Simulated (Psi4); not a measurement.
C₂H₅S, doublet, at a GFN2-xTB geometry; Psi4 with TPSS/STO-3G.

The Psi4 input:
```
memory 2 GB

molecule {
0 2
C     1.48255365    0.65932309   -0.01655837
C    -0.03154429    0.78395239    0.00248490
S    -0.84471660   -0.82371473    0.00823708
H    -0.37104627    1.31200621    0.89543533
H    -0.39297317    1.31674827   -0.87896880
H     1.93395512    1.64948226   -0.01949031
H     1.83064329    0.11841436    0.86042594
H     1.80883038    0.12313177   -0.90475459
}

set {
  basis sto-3g
  reference uks
  guess modhuckel
}

energy('tpss')
print_variables()
```

The log (banner, timings and long lists left out):

```
   => Loading Basis Set <=

    Name: STO-3G
    Role: ORBITAL
    Keyword: BASIS

         ---------------------------------------------------------
                                   SCF
               by Justin Turney, Rob Parrish, Andy Simmonett
                          and Daniel G. A. Smith
                              UKS Reference
         ---------------------------------------------------------

  ==> Geometry <==

    Molecular point group: c1
    Full point group: C1

    Geometry (in Angstrom), charge = 0, multiplicity = 2:

       Center              X                  Y                   Z               Mass
    ------------   -----------------  -----------------  -----------------  -----------------
         C            1.560378444290     0.732447535451    -0.017324654003    12.000000000000
         C            0.046280504290     0.857076835451     0.001718615997    12.000000000000
         S           -0.766891805710    -0.750590284549     0.007470795997    31.972071174400
         H           -0.293221475710     1.385130655451     0.894669045997     1.007825032230
         H           -0.315148375710     1.389872715451    -0.879735084003     1.007825032230
         H            2.011779914290     1.722606705451    -0.020256594003     1.007825032230
         H            1.908468084290     0.191538805451     0.859659655997     1.007825032230
         H            1.886655174290     0.196256215451    -0.905520874003     1.007825032230

  Running in c1 symmetry.

  Rotational constants: A =      1.06747  B =      0.18666  C =      0.16893 [cm^-1]
  Rotational constants: A =  32001.93982  B =   5595.96785  C =   5064.47540 [MHz]
  Nuclear repulsion =   98.626628809686181

  Charge       = 0
  Multiplicity = 2
  Electrons    = 33
  Nalpha       = 17
  Nbeta        = 16

  ==> Algorithm <==

  SCF Algorithm Type is DF.
  DIIS enabled.
  MOM disabled.
  Fractional occupation disabled.
  Guess Type is MODHUCKEL.
  Energy threshold   = 1.00e-06
  Density threshold  = 1.00e-06
  Integral threshold = 1.00e-12

  ==> Primary Basis <==

  Basis Set: STO-3G
    Blend: STO-3G
    Number of shells: 16
    Number of basis functions: 24
    Number of Cartesian functions: 24
    Spherical Harmonics?: true
    Max angular momentum: 1

  ==> DFT Potential <==

   => LibXC <=

    Version 7.1.2
    S. Lehtola, C. Steigemann, M. J. T. Oliveira, and M. A. L. Marques,  SoftwareX 7, 1–5 (2018) (10.1016/j.softx.2017.11.002)

   => Composite Functional: TPSS <=
[...]
      Ntotal   =   32.9999655861 ; deviation = -3.441e-05

   @Spin Contamination Metric:   1.080864476E-03
   @S^2 Expected:                7.500000000E-01
   @S^2 Observed:                7.510808645E-01
   @S   Expected:                5.000000000E-01
   @S   Observed:                5.000000000E-01

    Orbital Energies [Eh]
    ---------------------

    Alpha Occupied:

[...]
    Alpha Virtual:

[...]
      24A      0.497085

    Beta Occupied:

[...]
      16A     -0.048839

    Beta Virtual:

[...]
    Final Occupation by Irrep:
              A
    DOCC [    16 ]
    SOCC [     1 ]
    NA   [    17 ]
    NB   [    16 ]

  @DF-UKS Final Energy:  -472.05971932517173

   => Energetics <=

    Nuclear Repulsion Energy =             98.6266288096861814
    One-Electron Energy =                -848.1192436982744312
    Two-Electron Energy =                 316.0505471623537233
    DFT Exchange-Correlation Energy =     -38.6176515989371865
    Empirical Dispersion Energy =           0.0000000000000000
    VV10 Nonlocal Energy =                  0.0000000000000000
    Total Energy =                       -472.0597193251717272

  UHF NO Occupations:
  HONO-2 :   15  A 1.9999720
  HONO-1 :   16  A 1.9995105
  HONO-0 :   17  A 1.0000000
  LUNO+0 :   18  A 0.0004895
  LUNO+1 :   19  A 0.0000280
  LUNO+2 :   20  A 0.0000157
  LUNO+3 :   21  A 0.0000070

Computation Completed

Properties will be evaluated at   0.000000,   0.000000,   0.000000 [a0]

Properties computed using the SCF density matrix

 Multipole Moments:

 ------------------------------------------------------------------------------------
     Multipole            Electronic (a.u.)      Nuclear  (a.u.)        Total (a.u.)
 ------------------------------------------------------------------------------------

 L = 1.  Multiply by 2.5417464519 to convert [e a0] to [Debye]
 Dipole X            :         -4.7521757            4.8532289            0.1010532
 Dipole Y            :         -4.3141565            4.5601109            0.2459544
 Dipole Z            :          0.0471947           -0.0477862           -0.0005914
 Magnitude           :                                                    0.2659053

 ------------------------------------------------------------------------------------

  Variable Map:
  ----------------------------------------------------------------------------
[...]
  Array Variable Map:
  ----------------------------------------------------------------------------
[...]
[...]
```
